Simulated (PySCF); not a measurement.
C₄H₃FO₂.

```xyz
10

O     -0.5492     2.3835     0.0000
C     -0.2457     1.2157     0.0000
C     -1.0648     0.0134     0.0000
C     -0.1898    -1.0175     0.0000
F     -0.4369    -2.2897     0.0000
O      1.0985    -0.7334     0.0000
C      1.1988     0.6931     0.0000
H     -2.1487    -0.0484     0.0000
H      1.7477     1.0138     0.8974
H      1.7477     1.0138    -0.8974
```

Geometry: PBE0-D3(BJ)/def2-SVP. One conformer was computed; it need not be the lowest.

Calculation: PySCF with PBE/pcSseg-1. Non-relativistic, no solvent.

Computed absolute GIAO shielding of each atom: isotropic value and principal components (ppm):
| atom | σ(iso) | σ11 | σ22 | σ33 | span |
|---|---|---|---|---|---|
| O1 | -219.4 | -716.2 | -299.6 | 357.6 | 1073.8 |
| C2 | -10.1 | -93.9 | 0.8 | 62.8 | 156.7 |
| C3 | 97.1 | 62.4 | 79.7 | 149.2 | 86.8 |
| C4 | -10.4 | -89.2 | 16.5 | 41.4 | 130.5 |
| F5 | 225.2 | 125.5 | 228.1 | 322.2 | 196.7 |
| O6 | 152.1 | 12.9 | 200.1 | 243.3 | 230.4 |
| C7 | 101.0 | 79.2 | 85.2 | 138.5 | 59.2 |
| H8 | 26.3 | 24.7 | 26.7 | 27.6 | 2.9 |
| H9 | 26.8 | 23.7 | 26.0 | 30.6 | 6.9 |
| H10 | 26.8 | 23.7 | 26.0 | 30.6 | 6.9 |
